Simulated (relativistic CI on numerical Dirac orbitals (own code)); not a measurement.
# Ir4+: L2,3 absorption edge

Computed with this model: Dirac-Coulomb-Breit CI, KLI orbitals optimised for each configuration, model QED, valence Slater integrals scaled by 0.8, multiplet model of core-to-valence dipole absorption; configurations [Xe] 4f14 5d5 → [He] 2s2 2p5 3s2 3p6 3d10 4s2 4p6 4d10 4f14 5s2 5p6 5d6; 10 K; Lorentzian 5 eV and Gaussian 1 eV FWHM. Energies are those of the free ion, without screening or charge transfer. The branching ratio is the share of the lower-energy edge in the whole absorption, uncertain by about 0.02 where the edges overlap. S is read from ⟨S²⟩ = S(S + 1).

Case free ion, the dichroism is that of the ground state at zero temperature, magnetised by exchange field 10 meV on Sz. The dichroism I(Δm = −1) − I(Δm = +1), over the sum of the three polarisations, integrates to -0.1168 on the lower edge and 0.0766 on the upper edge. The branching ratio is 0.821.

Q: Use the orbital sum rule with 5 holes to get ⟨Lz⟩.

A: For a p → d edge ⟨Lz⟩ = 2 × n_h × (sum of both integrals) in this sign convention = -0.40; the ground state itself has ⟨Lz⟩ = -0.17 and ⟨Sz⟩ = -2.33. The rule assumes one radial integral for both edges, which relativistic orbitals only approach.
